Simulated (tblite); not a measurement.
Species: C5H5S2 (doublet state).
SMILES: `Cc1ccc([S])s1`

Computed values, GFN2-xTB/tblite, gas phase, harmonic and unscaled. Errors from tens to a few hundred cm⁻¹ against measured bands are possible. Open shells enter through the occupations alone, without spin polarisation, and single modes of such species can be off by tens of per cent.

Harmonic wavenumbers (cm⁻¹): 39.9, 108.3, 207.1, 267.0, 319.7, 398.0, 440.2, 524.5, 601.3, 663.6, 703.9, 785.0, 841.0, 925.6, 988.6, 1015.4, 1081.8, 1162.5, 1181.4, 1316.4, 1389.9, 1396.7, 1452.5, 1456.5, 1501.4, 2997.3, 3014.6, 3046.3, 3122.9, 3142.7.

A = 4978, B = 1220, C = 985.5 MHz; mass 128.983 u (most abundant isotopes); point group Cs, symmetry number 1; spin multiplicity 2.

Question: What is the zero-point energy?

Answer: ½Σν̃ = 18046 cm⁻¹ = 51.60 kcal/mol.

Question: Entropy at 500 K, 1 bar (ideal gas, RRHO, classical rotation)?

Answer: Translation 43.07, rotation 29.92, vibration 31.14, spin (R ln 2) 1.38: S = 105.5 cal/(mol K).

Question: And Cp and H(500 K) − H(0)?

Answer: Cp = 39.19 cal/(mol K), of which vibrations give 31.24 (their classical limit is 30 R = 59.6); H(500 K) − H(0) = 12.05 kcal/mol without the zero-point energy, 8.08 from vibrations.

Question: Blend soft modes into free rotors: weight 1/[1 + (100 cm⁻¹/ν̃)⁴] for the oscillator and the rest for a rotor with moment μB/(μ + B), μ = h/(8π²ν), B = 10⁻⁴⁴ kg m². What vibrational entropy results?

Answer: 28.73 cal/(mol K) in place of 31.14, which changes −T·S at 500 K by +1.21 kcal/mol.

Question: How do the functions run with temperature in this model?

Answer: 
| T (K) | S (cal/(mol K)) | Cp (cal/(mol K)) | H − H(0) (kcal/mol) | G − H(0) (kcal/mol) | ln q(vib) |
| --- | --- | --- | --- | --- | --- |
| 150 | 73.2 | 17.5 | 1.88 | -9.10 | 1.91 |
| 250 | 83.7 | 24.4 | 3.97 | -16.95 | 3.48 |
| 298.15 | 88.3 | 27.7 | 5.23 | -21.10 | 4.25 |
| 400 | 97.3 | 34.1 | 8.38 | -30.56 | 5.91 |
| 600 | 113.0 | 43.3 | 16.18 | -51.64 | 9.15 |
| 900 | 132.3 | 51.5 | 30.52 | -88.55 | 13.74 |

q(vib) and H(0) count from the zero-point level.

Question: What must be added to the electronic energy to get the Gibbs energy at 500 K and 1 bar?

Answer: ZPE + [H(500 K) − H(0)] − T·S = 51.60 + 12.05 − 52.76 = 10.89 kcal/mol.

Hindered rotation and anharmonicity are outside this model.
